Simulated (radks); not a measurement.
All-electron atom: Ir II in [Xe] 4f14 5d6 6s1 5f1 (not the ground configuration). Method: scalar-relativistic Kohn-Sham, PBE, spin-polarised, spherical densities, finite nucleus; open shells are filled with parallel spins first (spin-orbit coupling, left out, can overturn this in heavy ions); Fermi nuclear charge, rms radius 5.4032 fm; computed with a radial shooting solver on a logarithmic mesh with Libxc functionals. Some entries of the table are withheld. Estimate them.

orbital  occ.  eigenvalue (eV)  <1/r> (bohr^-1)
1s up       1        -76117.57            92.15
1s down     1        -76117.55            92.15
2s up       1        -13330.78            21.59
2s down     1        -13330.50            21.59
2p up       3        -11586.74            19.36
2p down     3        -11586.52            19.36
3s up       1        -3131.167            8.002
3s down     1        -3131.062            8.002
3p up       3        -2620.935            7.338
3p down     3        -2620.818            7.338
3d up       5        -2058.426            6.918
3d down     5        -2058.226            6.917
4s up       1        -681.5398            3.418
4s down     1        -681.2658            3.417
4p up       3        -514.1250            3.095
4p down     3        -513.8668            3.094
4d up       5        -308.2741            2.766
4d down     5        -307.9714            2.766
5s up       1        -115.8860            1.375
5s down     1        -113.7926            1.385
4f up       7         -79.5433            2.314
4f down     7         -79.0615            2.320
5p up       3         -72.7240            1.167
5p down     3         -70.0487            1.178
5d up       5         -24.2337           0.8208
5d down     1         -20.9267           0.8227
6s up       1         -19.9356              (1)
6s down     0         -17.2399              (2)
6p up       0         -11.9247           0.4014
6p down     0          -9.8882           0.3808
7s up       0              (3)           0.2034
5f up       1          -2.6183           0.1467

Answer. 
(1) 6s up <1/r> (bohr^-1): 0.5139
(2) 6s down <1/r> (bohr^-1): 0.4965
(3) 7s up eigenvalue (eV): -6.0081
